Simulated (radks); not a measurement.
Ionisation of the titanium ion Ti3+, [Ar] 3d1, to [Ar] as the strength of local exchange is varied. Method: Dirac Kohn-Sham, Slater X-alpha exchange (alpha = 2/3 is LDA exchange), no correlation, spin-unpolarised, spherical densities, point nucleus; open shells fill j = l - 1/2 first; computed with a radial shooting solver on a logarithmic mesh with Libxc functionals.

| alpha | E(Ti3+) (hartree) | exchange (hartree) | IE (eV) | -e of the level emptied (eV) | <r> of it (bohr) |
|---|---|---|---|---|---|
| 0.574 | -843.10058 | -32.13991 | 39.819 | 31.459 (3d3/2) | 1.307 |
| 0.587 | -843.82875 | -32.89143 | 40.106 | 31.720 (3d3/2) | 1.302 |
| 0.597 | -844.38923 | -33.47023 | 40.327 | 31.921 (3d3/2) | 1.297 |
| 0.663 | -848.09620 | -37.30573 | 41.806 | 33.268 (3d3/2) | 1.271 |
| 0.667 | -848.32129 | -37.53904 | 41.897 | 33.351 (3d3/2) | 1.270 |
| 0.847 | -858.50176 | -48.13970 | 46.090 | 37.205 (3d3/2) | 1.206 |
| 0.895 | -861.23341 | -51.00004 | 47.246 | 38.274 (3d3/2) | 1.191 |
| 0.943 | -863.97215 | -53.87446 | 48.417 | 39.360 (3d3/2) | 1.176 |

NIST Atomic Spectra Database: 43.267 eV (measured). The Delta-SCF value meets it near alpha = 0.73. Spin polarisation and multiplet splitting are left out, so open shells lie too high by an amount that depends on their filling.

Beside tabulated values, note that spin-unpolarised runs miss the spin-polarisation part of the exchange energy of open shells.
